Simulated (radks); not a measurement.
Valence configurations of Sn3+ (all share [Kr]). Method: scalar-relativistic Kohn-Sham, BLYP, spin-polarised, spherical densities, point nucleus; open shells are filled with parallel spins first (spin-orbit coupling, left out, can overturn this in heavy ions); computed with a radial shooting solver on a logarithmic mesh with Libxc functionals. Energies are relative to 4d10 5s1; eigenvalues in eV for spin up.

| valence | E (eV) | moment (Bohr magnetons) | e(4d) | e(5p) | e(5s) |
|---|---|---|---|---|---|
| 4d10 5s1 | 0.000 | 1 | -54.982 | - | -36.580 |
| 4d10 5p1 | 9.225 | 1 | -56.250 | -28.096 | - |
| 4d9 5s2 | 20.349 | 1 | -60.499 | - | -38.248 |
| 4d10 5s0.5 5p0.5 | 4.605 | 1 | -55.620 | -27.744 | -36.969 |
| 4d8 5s1 5p2 | 61.442 | 5 | -68.691 | -32.143 | -42.613 |
| 4d9.5 5s1 5p0.5 | 14.083 | 2 | -58.423 | -28.657 | -38.175 |
| 4d9 5s1 5p1 | 29.009 | 3 | -61.854 | -29.868 | -39.706 |
| 4d8 5s2 5p1 | 53.086 | 3 | -67.501 | -31.073 | -41.394 |
| 4d7.5 5s2 5p1.5 | 70.740 | 4 | -70.978 | -32.230 | -42.869 |
| 4d9.5 5p1.5 | 23.632 | 2 | -59.660 | -29.334 | - |

NIST lists [Kr] 4d10 5s1 as the ground configuration; this level of theory agrees among the configurations tried. The energies are those of spherical high-spin densities, not of single terms.
